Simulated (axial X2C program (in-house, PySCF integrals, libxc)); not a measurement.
## KSi⁺: cheaper levels and CCSD(T), two-component

Calculated with an in-house relativistic program for diatomic molecules. Two-component (2c) means X2C with spin–orbit coupling and atomic mean-field two-electron Coulomb and Gaunt terms. Basis: K dyall-cv3z [11s12p6d3f], Si dyall-v3z [8s7p2d1f] (cores contracted in-house); Gaussian nuclei, density fitting, unrestricted open shells. Masses: K 38.964 u, Si 27.977 u.

State: Ω = 2 (⟨Sz⟩ = 1.00, ⟨Lz⟩ = 1.00 at HF); fragments K+ + Si.

```tsv
level	Re (Å)	ωe (cm⁻¹)	De (eV)
PBE0	3.597	101.7	0.274
HF	3.754	91.8	0.162
MP2	3.609	102.3	0.305
CCSD	3.631	100.6	0.300
B97-3	3.613	103.8	0.270
```

Correlated methods: 12 electrons correlated (number of frozen shells: K 2 s, 1 p; Si 2 s, 1 p), 210 virtual spin orbitals or spinors in MP2, 90 natural virtuals in coupled cluster.

CCSD(T), same Hamiltonian and basis:

Re = 3.619 Å, ωe = 101.5 cm⁻¹, De = 0.30 eV; T1 = 0.006 (Lee–Taylor normalisation).

(1) Give the differences from CCSD(T) in the columns below.

The state is one determinant whose occupation by symmetry is held fixed; it was picked as the lowest of a PBE0 search that is not exhaustive. Dissociation energies refer to the lowest single-determinant-based atoms at the same level and basis. Density functionals use the spin component along the axis (collinear). CCSD and (T) use frozen natural virtuals with an MP2 correction for the truncation; (T) itself is uncorrected, so its De runs slightly low. The 2c atoms are single determinants rather than J levels; their spin–orbit lowering is only partly caught, and De is too large by that part. This holds for PBE0, MP2, CCSD, B97-3, CCSD(T). PBE0 can misorder states that lie within some tenths of an eV, so this need not be the ground state of the molecule. The nearest other 2c determinant of the search, Ω = 1, lies 0.25 eV up at the distance of the search. Without a current term, density functionals place determinants with orbital angular momentum somewhat too high. The atomic limit has a lower orbital projection than the molecule and lies lower at mean-field level, so De may be about a tenth of an eV too small. With several unpaired electrons one determinant need not be a pure state. Open-shell Ω = 0 determinants with evenly filled partner blocks cannot be reached by this program, so the Ω shown need not be the lowest component.

## Answers

(1) 

| level | ΔRe (Å) | Δωe (cm⁻¹) | ΔDe (eV) |
| --- | --- | --- | --- |
| PBE0 | -0.022 | 0.2 | -0.03 |
| HF | 0.135 | -9.7 | -0.14 |
| MP2 | -0.010 | 0.8 | 0.01 |
| CCSD | 0.012 | -0.9 | 0.00 |
| B97-3 | -0.006 | 2.3 | -0.03 |
